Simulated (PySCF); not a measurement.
# Structure revision by computed shifts

A compound C$_{5}$H$_{4}$F$_{4}$O$_{2}$ gives the data below (simulated from a calculation) and was assigned the structure `FC(F)(F)O[C@@]1(F)C=CCO1`.

$^{13}$C{$^{1}$H} NMR (computed): δ 132.1 (CH, 2C), 123.6 (CH, 2C), 79.9 (C).

$^{1}$H NMR (500 MHz, computed): δ 7.87 (s, 2H), 6.94 (m, 2H).

No relativistic terms, single conformer, no solvent, one averaged value for each set of equivalent atoms. Shielding tensors at PBE0/pcSseg-1 (GIAO); geometry from GFN2-xTB; PySCF 2.14.0 with density-fitted response routines.

δ = σ(ref) − σ, references computed at the same level: $^{1}$H (σ = 31.72 ppm) and $^{13}$C (σ = 186.93 ppm) vs TMS.

Task: Compare with the shifts computed for the proposed structure, pairing carbons in order of shift.

Result: Numbering as in the mapped SMILES `[F:1][C:2]([F:3])([F:4])[O:5][C@@:6]1([F:7])[CH:8]=[CH:9][CH2:10][O:11]1` (H(Xn): hydrogen on atom n).

| atom | computed for proposal | given list | difference |
| --- | --- | --- | --- |
| C9 | 142.3 | 132.1 | +10.2 |
| C6 | 137.1 | 132.1 | +5.0 |
| C8 | 133.5 | 123.6 | +9.9 |
| C2 | 129.4 | 123.6 | +5.8 |
| C10 | 81.3 | 79.9 | +1.4 |

The rms difference is 7.2 ppm and the largest +10.2 ppm at C9 (alkene CH). The proposal also would give 5 carbon signals, not 3. The carbon types in order of shift don't match either: CH, C, CH, C, CH2 for the proposal against CH, CH, CH, CH, C in the data. The proposal doesn't fit.

Task: Which isomer fits?

Result: `FC(F)OC1(OC(F)F)C=C1`.

Carbon types of the structure: 1 × C, 4 × CH, which accounts for all hydrogens. δC 132.1: alkene CH; the olefinic region. δC 123.6: sp3 CH bonded to 2 F and O; 3 electronegative neighbours deshield it. δC 79.9: sp3 carbon bearing two oxygens; 2 electronegative neighbours deshield it. δH 6.94: hydrogen on an sp3 CH bonded to 2 F and O; its carbon carries F and O, an electronegative neighbour.

Other isomers checked: F[C@H]1C=C(OC(F)(F)F)CO1 (rms 14.8 ppm); FC1=C(OC(F)F)OC[C@H]1F (rms 16.2 ppm).

The shifts were computed for this structure.

Splittings by $^{19}$F in the carbon and heteronuclear signals aren't shown, as no couplings were computed. Shifts are as computed. Against solution values, carbons near 30 ppm lie about +3 ppm off and those near 130 ppm about +5 ppm. Of 1309 compounds with measured shifts, 239 miss one by over three times the rms of a fit or turn the order of signals round; such compounds aren't used in these exercises. No couplings were computed; multiplicities are counted from neighbouring protons, with m where these are inequivalent, close in shift, in a saturated or five-membered ring or joined by F or P, and br s for small geminal =CH2 splittings.
